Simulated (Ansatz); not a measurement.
The same path of FH5HfO4 (11 atoms, charge 0, multiplicity 1) was run twice with different band settings. Lost on the way: O9–H11. Made: F2–H11.

These are results of Ansatz, RKS B3LYP/def2-SVP, not measurements.

Relaxed end points:

```xyz
11
Properties=species:S:1:pos:R:3
Hf -0.126 -0.008 0.277
F -0.344 -0.105 2.221
O 1.758 -0.184 -0.397
H 2.125 -0.864 -0.972
O -1.251 1.291 -0.624
H -1.672 2.001 -1.106
O -0.821 -1.736 -0.262
H -1.304 -2.535 -0.470
O 1.208 1.806 1.125
H 2.054 1.493 0.753
H 1.278 1.732 2.089
```

```xyz
11
Properties=species:S:1:pos:R:3
Hf 0.257 0.157 -0.042
F -0.803 0.779 2.042
O 1.664 -0.138 -1.346
H 2.126 -0.494 -2.105
O -0.987 1.357 -0.917
H -1.737 1.896 -1.168
O -0.460 -1.618 0.283
H -1.041 -2.295 0.633
O 1.403 0.986 1.462
H 2.322 1.228 1.604
H 0.158 1.032 2.189
```

Common settings: spring 5.0 eV/Å²; optimiser quadratic models (default); start path through a guess of the saddle point; force threshold 0.03 eV/Å; iteration limit 60; end points relaxed.

| run | movable images | climbing image |
| --- | --- | --- |
| 1 | 5 | yes |
| 2 | 3 | no |

(1) What does each run give, and how far can it be trusted?

Answers

(1) Run 1: converged after 21 iterations, highest image 0.752 eV above the first end. A vibrational analysis at the climbing image gives one clearly imaginary mode, 230i cm⁻¹: a first-order saddle point.
Run 2: converged after 18 iterations, highest image 0.743 eV above the first end. The highest image is an end point: on this band no image between the ends rises above it. So few images can step over the top or miss a turn of the path.
The orbitals stay closed-shell, which can raise the energy where a bond breaks towards radicals; this wasn't checked here.
